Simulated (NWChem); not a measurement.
[SiH3][O][Zn][I] (ZnSiH3OI), optimised at PBE0/def2-SVP with NWChem:

| Property | Result |
|---|---|
| highest occupied level (eV) | -7.86 |
| orbital gap (eV) | 6.26 |
| dipole (D) | 0.49 |

All stand in one matching conformer (torsions within 35°), which need not be the lowest. One or both are not confirmed as a minimum by frequencies. def2 effective core potentials on I; no spin-orbit coupling.

Question: One I atom is replaced by H, giving [SiH3][O][ZnH] (ZnSiH$_{4}$O), optimised at the same level. How do these values move?

Answer: 
```csv
quantity,new value,change
highest occupied level (eV),-7.97,-0.11
orbital gap (eV),7.76,+1.50
dipole (D),1.86,+1.37
```
